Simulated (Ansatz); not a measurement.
`Cl[SiH2]I` + `N[Si](Cl)(Cl)Cl` → `Cl[SiH2]N[Si](Cl)(Cl)Cl` + HI  (ligand exchange at the Si–I bond)

Calculated with Ansatz (gas phase, PBE0-D4/def2-TZVP geometries, no zero-point term in ΔE). CBS: MP2 limit from def2 TZ/QZ plus the TZ coupled-cluster correction, frozen cores. Functionals use def2-TZVPP. Elements past krypton have def2 core potentials. For I outer-core shells are correlated without core-valence functions, which leaves a few kJ/mol of doubt a bond. Each species was taken in one conformer, which may not be the lowest.

```tsv
level	ΔE (eV)
PBE0-D4	0.22
PBE	0.30
PBE0	0.29
HF/def2-TZVPP	0.19
SCS-MP2/def2-TZVPP	0.12
HF/def2-QZVPP	0.19
MP2/def2-QZVPP	0.20
MP2/CBS(def2)	0.24
```

(1) What does CCSD(T)/CBS give? (Estimate.)

Largest T1 diagnostic among the species: 0.009.

Results:

(1) Ansatz gave: +0.18 eV. The listed levels differ from it by 0.04, 0.12, 0.11, 0.01, -0.06, 0.01, 0.02, 0.06 eV.

The D4 term adds −0.10 eV with B3LYP and −0.07 eV with PBE0; it sums over pairs of atoms, weighted by their polarisabilities, and B3LYP, whose exchange is more repulsive, gets the larger term. In def2-TZVPP, CCSD(T) changes the Hartree–Fock value by −0.11 eV (the triples alone add −0.01 eV) and MP2 by −0.04 eV.

B3LYP here is the variant with VWN-RPA as its local correlation; programs differ in this.
